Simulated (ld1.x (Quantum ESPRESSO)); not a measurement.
# Varying the PAW potential for Eu

Base potential:

- Element: Eu (Z = 63)
- Generator: ld1.x (Quantum ESPRESSO) 7.5
- Type: PAW
- Functional: PBEsol
- Relativity: scalar-relativistic
- Frozen core: [Kr] 4d10
- Valence charge: 17
- Reference configuration: 4f7 5s2 5p6 5d0 6s1.75 6p0.25
- Partial waves: 5s (bound): rcut 2.30, rcutus 2.55 bohr; 6s (bound): rcut 2.30, rcutus 2.55 bohr; 5p (bound): rcut 2.15, rcutus 2.20 bohr; 6p (bound): rcut 2.15, rcutus 2.20 bohr; 5d (bound, empty): rcut 2.35, rcutus 3.25 bohr; 5d channel at 0.55 Ry: rcut 2.35, rcutus 3.25 bohr; 4f (bound): rcut 1.30, rcutus 1.45 bohr; 4f channel at 0.55 Ry: rcut 1.30, rcutus 1.45 bohr
- Local potential: all-electron potential smoothed inside 1.55 bohr (lloc = -1)
- Core correction: Bessel-smoothed model core inside 1.00 bohr
- Augmentation charge: BESSEL, radius 1.45 bohr

All-electron outer shells of the reference configuration (PBEsol, scalar-relativistic, ld1.x):

```
shell  level (eV)  outermost node (bohr)  outermost maximum (bohr)
   4p     -258.36                   0.30                      0.55
   4d     -135.05                   0.27                      0.57
   5s      -45.05                   0.67                      1.23
   5p      -24.14                   0.72                      1.41
   6s       -3.84                   1.66                      3.60
   4f       -3.10                      –                      0.60
   5d       -1.83                   0.82                      2.13
   6p       -1.35                   2.02                      4.86
```

Cutoffs, loose and tight: the cutoffs (Ry, on a coarse ladder) from which the occupation-weighted sum of valence levels, in a spherical-Bessel basis at the reference potential, stays within 10 and 1 mRy of its value at 400 Ry. They do not see the model core or the augmentation charge, which bear on the density cutoff. Test errors are all-electron minus pseudo excitation energies from the reference, over the configurations 4f7 5s2 5p6 5d0 6s2 6p0; 4f7 5s2 5p6 5d0 6s1 6p0; 4f7 5s2 5p6 5d0 6s0 6p0; 4f7 5s2 5p6 5d0 6s0 6p1; 4f7 5s2 5p6 5d0.5 6s1.5 6p0; 4f7 5s2 5p6 5d1 6s1 6p0; 4f6 5s2 5p6 5d1 6s1 6p0. A dash means not determined; rows that change the core or the reference have their own tests. The largest error is taken over the tests solved by every variant that gives reliable tests at all: 4f7 5s2 5p6 5d0 6s0 6p0; 4f7 5s2 5p6 5d0 6s0 6p1; 4f7 5s2 5p6 5d0 6s1 6p0; 4f7 5s2 5p6 5d0 6s2 6p0; 4f7 5s2 5p6 5d0.5 6s1.5 6p0; 4f7 5s2 5p6 5d1 6s1 6p0.

Cutoffs are not given where the Bessel-basis levels miss the radial ones by over 6 mRy, ghosts where they miss by over 20 mRy; a channel whose overlap is not positive is not tested.

A file whose overlap is not positive is unfit for use, and its test errors describe a broken file.

| change | outcome | cutoff, loose | cutoff, tight | bound ghosts | largest test error (meV) |
| --- | --- | --- | --- | --- | --- |
| base | generated, overlap not positive | – | – | not determined (overlap not positive) | -6.4 |
| waves 5s (bound): rcut 1.52, rcutus 1.62 bohr; 6s (bound): rcut 1.52, rcutus 1.62 bohr | generated | 70 Ry | 110 Ry | none | -6.3 |
| waves 5s (bound): rcut 1.88, rcutus 2.00 bohr; 6s (bound): rcut 1.88, rcutus 2.00 bohr | generated | 70 Ry | 110 Ry | none | -6.4 |
| waves 5s (bound): rcut 2.20, rcutus 2.34 bohr; 6s (bound): rcut 2.20, rcutus 2.34 bohr | generated | 70 Ry | 110 Ry | none | -6.4 |
| waves 5s (bound): rcut 2.30, rcutus 2.60 bohr; 6s (bound): rcut 2.30, rcutus 2.60 bohr | generated, overlap not positive | – | – | not determined (overlap not positive) | -6.3 |
| waves 5s (bound): rcut 2.30, rcutus 2.98 bohr; 6s (bound): rcut 2.30, rcutus 2.98 bohr | generated, overlap not positive | – | – | not determined (overlap not positive) | test run stopped at test 2 of 7 (negative rho), 1 before it not solved |
| waves 5s (bound): rcut 2.30, rcutus 3.14 bohr; 6s (bound): rcut 2.30, rcutus 3.14 bohr | generated, overlap not positive | – | – | not determined (overlap not positive) | -117 |
| waves 5s (bound): rcut 2.30, rcutus 3.48 bohr; 6s (bound): rcut 2.30, rcutus 3.48 bohr | generated, overlap not positive | – | – | not determined (overlap not positive) | test run stopped at test 1 of 7 (negative rho) |
| waves 5s (bound): rcut 2.30, rcutus 3.82 bohr; 6s (bound): rcut 2.30, rcutus 3.82 bohr | generated, overlap not positive | – | – | not determined (overlap not positive) | test run stopped at test 1 of 7 (negative rho) |
